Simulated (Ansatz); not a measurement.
One change: `[SiH3][GeH]1[CH2][S]1` becomes `[SiH3][GeH]1[CH2][O]1`.

Ansatz, PBE0-D4/def2-TZVP geometries, multiplicity 1. 

Scalar relativity is left out up to krypton.

| property | `[SiH3][GeH]1[CH2][S]1` |
| --- | --- |
| size of the dipole moment (PBE/def2-TZVPP) / D | 2.09 |
| HOMO energy (PBE0/def2-TZVPP) / eV | -6.64 |
| size of the dipole moment (B3LYP/def2-TZVPP) / D | 2.26 |
| HOMO energy (ωB97M-V/def2-TZVPP) / eV | -8.79 |
| HOMO–LUMO gap (PBE/def2-TZVPP) / eV | 3.85 |
| HOMO–LUMO gap (ωB97M-V/def2-TZVPP) / eV | 9.78 |

(1) What does the change do to each property? (An estimate is asked.)

## Answers

(1) Computed: 
```
                                        property  `[SiH3][GeH]1[CH2][O]1`  shift
  size of the dipole moment (PBE/def2-TZVPP) / D                     2.00  -0.09
              HOMO energy (PBE0/def2-TZVPP) / eV                    -7.01  -0.37
size of the dipole moment (B3LYP/def2-TZVPP) / D                     2.27   0.01
           HOMO energy (ωB97M-V/def2-TZVPP) / eV                    -9.13  -0.34
             HOMO–LUMO gap (PBE/def2-TZVPP) / eV                     4.15   0.30
         HOMO–LUMO gap (ωB97M-V/def2-TZVPP) / eV                     9.98   0.20
```

With PBE0 the HOMO falls by 0.37 eV and the LUMO falls by 0.16 eV, so the gap widens by about 0.21 eV. PBE moves the HOMO by -0.47 eV and ωB97M-V by -0.34 eV. Dipoles are sizes alone; their direction can turn.

B3LYP here is the variant with VWN-RPA as its local correlation; programs differ in this.
